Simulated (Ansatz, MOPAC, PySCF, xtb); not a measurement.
Lewis adduct: AlH3 (SMILES [AlH3]) (first 4 atoms) with CHN (SMILES C#N); geometry from B3LYP-D3(BJ)/def2-TZVP, rigid monomers moved along the line of their centres of mass till Al1···N6 is 2.37 Å.
(charge 0, multiplicity 1):
```xyz
7

Al    -0.16157     0.36406     0.26280
H      1.25365     0.82434    -0.29958
H     -1.23650     1.48888     0.59490
H     -0.69082    -1.08215    -0.13618
C      0.82861    -0.35666     3.55497
N      0.50677    -0.12418     2.48619
H      1.13011    -0.57410     4.55597
```

Interaction energies are E(AB) − E(A) − E(B) at the monomers' geometry in the complex; basis-set methods are counterpoise corrected.

Rows in 6-31G* carry no dispersion term and start afresh at each structure (6-31G* with six Cartesian d functions). MP2/6-31G* freezes PySCF's default core. The state that AM1 reach isn't checked.

Run with Ansatz (Gaussian orbitals); MOPAC for AM1 (differences of heats of formation); PySCF for 6-31G* rows; xtb for the GFN methods. 

One of these levels gives -828.4 meV for the interaction energy. Which?
A. MP2/6-31G*
B. AM1
C. HF/aug-cc-pV(D+d)Z
D. GFN1-xTB

B, AM1. The others give -1185.9 (GFN1-xTB), -639.7 (HF/aug-cc-pV(D+d)Z), -720.4 (MP2/6-31G*)

Ansatz is a quantum-chemistry and plane-wave program.
